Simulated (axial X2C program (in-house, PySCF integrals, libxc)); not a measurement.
# What spin–orbit coupling does to NiSb

Computed with an in-house relativistic program for diatomic molecules. Spin-free means the one-electron spin-free X2C Hamiltonian; two-component (2c) means X2C with spin–orbit coupling and atomic mean-field two-electron Coulomb and Gaunt terms, so the difference of the two also holds small scalar two-electron terms. Basis: Sb dyall-cv3z [11s12p8d4f1g], Ni dyall-cv3z [9s9p6d3f2g] (cores contracted in-house); Gaussian nuclei, density fitting, unrestricted open shells. Masses: Sb 120.904 u, Ni 57.935 u.

Spin-free state: M_S = 3/2, Λ = 2 (beyond evenly filled blocks: π+α, π-α, δ+α, δ+β, δ-α); fragments Sb + Ni.

| level | Re (Å) | ωe (cm⁻¹) | De (eV) | μ (D) |
| --- | --- | --- | --- | --- |
| PBE0 | 2.388 | 252.6 | 1.834 | 2.33 |
| HF | 2.545 | 199.4 | -1.114 | 4.36 |
| MP2 | 2.367 | 261.6 | 1.750 | n/a |
| PBE50 | 2.406 | 243.1 | 1.583 | 3.10 |

Correlated methods: 15 electrons correlated (number of frozen shells: Sb 4 s, 3 p, 2 d; Ni 3 s, 2 p), 309 virtual spin orbitals or spinors in MP2.

Dipoles are positive if Ni is the positive end.

Two-component determinant lowest at the distance of the search:

Ω = 7/2 (⟨Sz⟩ = 1.48, ⟨Lz⟩ = 2.02 at HF); fragments Sb + Ni.

```json
{"level": "PBE0", "Re (Å)": "2.390", "ωe (cm⁻¹)": "251.6", "De (eV)": "n/a", "μ (D)": "2.32"}
{"level": "HF", "Re (Å)": "2.547", "ωe (cm⁻¹)": "197.8", "De (eV)": "-1.168", "μ (D)": "4.36"}
{"level": "MP2", "Re (Å)": "2.369", "ωe (cm⁻¹)": "260.7", "De (eV)": "n/a", "μ (D)": "n/a"}
{"level": "PBE50", "Re (Å)": "2.408", "ωe (cm⁻¹)": "242.2", "De (eV)": "1.501", "μ (D)": "3.10"}
```

**Question.** From the two tables, how do the constants change at the MP2 level (2c against spin-free)?

**Answer.** At the MP2 level Re rises by 0.002 Å and ωe goes down by 0.9 cm⁻¹.

The state is a single determinant with fixed occupations, the lowest that a limited PBE0 search found. De is counted from the lowest determinant-based energies of the atoms at the same level, without counterpoise correction. De is not given where an atomic determinant may have missed its ground term or J level, or where the truncated virtual space spoils (T). Density functionals use the spin component along the axis (collinear). Other states lie close and PBE0, whose exact exchange favours high spin, may order them wrongly; the determinant shown need not be the ground state. The nearest other spin-free determinant of the search, M_S = 3/2, Λ = 1, lies 0.22 eV up at the distance of the search. The functionals have no current-density term, which raises determinants with orbital currents, atoms included. With several unpaired electrons one determinant need not be a pure state. With the outer-core shells frozen, correlated bond lengths of heavy atoms tend to come out a few hundredths of an ångström too long.
